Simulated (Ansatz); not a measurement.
The same substitution along the group N, As, Sb.

Computed with Ansatz on PBE0-D4/def2-TZVP structures; ΔE is electronic, products minus reactants. CCSD(T)/CBS adds triple-zeta CCSD(T) − MP2 to the extrapolated MP2 energy (def2 sets, frozen cores). DFT in def2-TZVPP. B3LYP here is the variant with VWN-RPA as its local correlation; programs differ in this. Elements past krypton have def2 core potentials. For As, Sb, Se outer-core shells are correlated without core-valence functions, which leaves a few kJ/mol of doubt a bond. Scalar relativity is left out up to krypton. One conformer a species, not always the lowest.

```tsv
reaction	CCSD(T)/CBS(def2) (kJ/mol)
`CN(C)[SiH3]` + `OC(O)[SeH]` → `COC(O)[SeH]` + `CN[SiH3]`	?
`C[As](C)[SiH3]` + `OC(O)[SeH]` → `COC(O)[SeH]` + `C[AsH][SiH3]`	56
`[CH3][Sb]([CH3])[SiH3]` + `OC(O)[SeH]` → `COC(O)[SeH]` + `[CH3][SbH][SiH3]`	64
```

Fill in the missing values. (Estimate.)

Computed: `CN(C)[SiH3]` + `OC(O)[SeH]` → `COC(O)[SeH]` + `CN[SiH3]`: +13.2 kJ/mol.

Largest T1 diagnostic: 0.013, for `[CH3][SbH][SiH3]`.
